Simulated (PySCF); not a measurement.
A TDDFT job was run through a driver script with this input:

```
{"job": {"kind": "uv", "xc": "wB97X-D", "basis": "def2-SVPD", "nstates": 8, "ntriplets": 3}, "charge": 0, "multiplicity": 1}
C     -1.313697     0.279584    -1.686780
C     -0.897933     0.031871    -0.442357
C     -1.869227    -0.529956     0.563134
B      0.590401     0.205179    -0.019201
C      1.399033     1.467396    -0.505317
Si     1.446640    -1.103923     1.176068
H     -2.324400     0.078629    -2.010803
H     -0.648205     0.659888    -2.444133
H     -2.876607    -0.586491     0.155266
H     -1.555411    -1.528110     0.866397
H     -1.888614     0.092056     1.457286
H      0.936487     2.016589    -1.323611
H      2.425658     1.234648    -0.786253
H      1.476518     2.164439     0.332261
H      1.118999    -0.853003     2.592414
H      1.055470    -2.505230     0.943111
H      2.917889    -1.111535     1.122606
```

Level of theory: PySCF 2.14.0, density-fitted response routines, TDDFT wB97X-D/def2-SVPD, vertical, gas phase, core orbitals frozen in the response. Job line and output are in the format of a driver script around the code.

(1) Give the output.

## Answers

(1) 
```
coarse grid: 13880 points
cycle   1  E = -472.9766946616  dE =  4.602e-01  |g| = 2.971e-01  |ddm| = 6.159e+00
cycle   2  E = -472.9964118556  dE = -1.972e-02  |g| = 1.865e-01  |ddm| = 1.144e+00
cycle   3  E = -473.0054910815  dE = -9.079e-03  |g| = 2.986e-02  |ddm| = 4.285e-01
cycle   4  E = -473.0058207259  dE = -3.296e-04  |g| = 1.240e-02  |ddm| = 1.537e-01
cycle   5  E = -473.0058605188  dE = -3.979e-05  |g| = 3.077e-03  |ddm| = 3.225e-02
cycle   6  E = -473.0058644614  dE = -3.943e-06  |g| = 7.997e-04  |ddm| = 1.284e-02
final grid: 127064 points
cycle   7  E = -473.0738382695  dE = -9.108e-05  |g| = 2.948e-03  |ddm| = 1.856e-01
cycle   8  E = -473.0738409972  dE = -2.728e-06  |g| = 1.482e-03  |ddm| = 2.250e-02
cycle   9  E = -473.0738415421  dE = -5.449e-07  |g| = 4.598e-04  |ddm| = 4.852e-03
cycle  10  E = -473.0738416167  dE = -7.462e-08  |g| = 1.997e-04  |ddm| = 1.848e-03
cycle  11  E = -473.0738416282  dE = -1.143e-08  |g| = 4.872e-05  |ddm| = 4.576e-04
cycle  12  E = -473.0738416297  dE = -1.490e-09  |g| = 2.086e-05  |ddm| = 1.752e-04
cycle  13  E = -473.0738416300  dE = -3.101e-10  |g| = 4.483e-06  |ddm| = 8.705e-05
converged SCF energy = -473.0738416300

Static polarisability (au): isotropic 92.933, principal 74.360 92.532 111.909

Singlet excitations
state   eV       nm        f      main configurations
  1   4.5187    274.4   0.05270   H->L 0.68, H-1->L 0.28
  2   5.1384    241.3   0.04961   H-1->L 0.61, H->L 0.20, H-2->L 0.14
  3   5.7142    217.0   0.06372   H-2->L 0.74, H-1->L 0.09, H->L 0.08
  4   6.8647    180.6   0.00830   H-4->L 0.45, H-3->L 0.42
  5   7.0819    175.1   0.05600   H->L+1 0.74, H->L+2 0.13
  6   7.1840    172.6   0.10379   H-3->L 0.47, H-4->L 0.43
  7   7.3268    169.2   0.00161   H-5->L 0.81
  8   7.4471    166.5   0.11578   H->L+2 0.49, H->L+1 0.13, H->L+3 0.10

Triplet excitations (Tamm-Dancoff, eV): 3.4801 4.1687 5.0686
```

One conformer (not necessarily the lowest) at the GFN2-xTB geometry, without solvent, vibrations or thermal averaging.

The SCF starts on a coarse grid; the energy jumps when the final grid takes over, and dE counts afresh there. H and L stand for HOMO and LUMO.

Time: 51 s (grids of density and orbitals included); peak memory 0.89 GiB. Hardware: one thread, Arm Neoverse V1 (aarch64), shared host with 32 logical CPUs at a one-minute load of 26.

The values belong to the conformer `[CH2:1]=[C:2]([CH3:3])[B:4]([CH3:5])[SiH3:6]`: C1–C2–B4–C5 43°.

The pairwise dispersion term of wB97X-D wasn't added to the energies; at a given geometry it leaves orbitals and properties as they are.
